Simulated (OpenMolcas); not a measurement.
Ni4+ among 6 point charges of -2.2 e arranged as a trigonal antiprism (D3d), with a polar angle of 63.0° against the regular 54.74°.

| Property | Result |
| --- | --- |
| Program | OpenMolcas |
| Method | SS-CASPT2, IPEA 0.25 Eh, imaginary shift 0.1 Eh (closed shells correlated: 3s 3p) |
| Basis | ANO-RCC-VDZP [5s4p2d1f] |
| Scalar Hamiltonian | DKH2, point nucleus |
| Active space | 6 electrons in 5 orbitals (3d) |
| State averaging | 2S+1 = 5 even, 5 roots; 2S+1 = 3 even, 45 roots; 2S+1 = 1 even, 50 roots |
| Spin-orbit coupling | state interaction with AMFI integrals over the reference wave functions |

All point charges move together. At R = 1.85 Å the first state of the same spin is 3080 cm-1, and at R = 2.17 Å it is 1720 cm-1.

A third run gives 2490 cm-1. What distance was it run at?

With a power law R^-n the two known points give n = -ln(1720 / 3080) / ln(2.17 / 1.85) = 3.65. Then R = 1.85 × (3080 / 2490)^(1/3.65) = 1.961 Å. The run was at 1.96 Å, so the estimate is off by +0.001 Å.

Roots that are degenerate in the reference are averaged as groups; the widest CASPT2 spread within a group is 71 cm-1 (the 2-fold group of multiplicity 1 near 44700 cm-1 above the lowest state of its run, R = 1.96). Shifts and gaps below about the spread of the groups concerned are not significant. Point charges give a weaker field than real ligands, and real ions of this kind are often low spin; the high spin found here belongs to the model. Free-ion shares, where given, are those of the reference states; single-state CASPT2 does not remix them. Point charges carry no covalency, so the field is a model and not that of real ligands. No measured value stands beside these numbers.
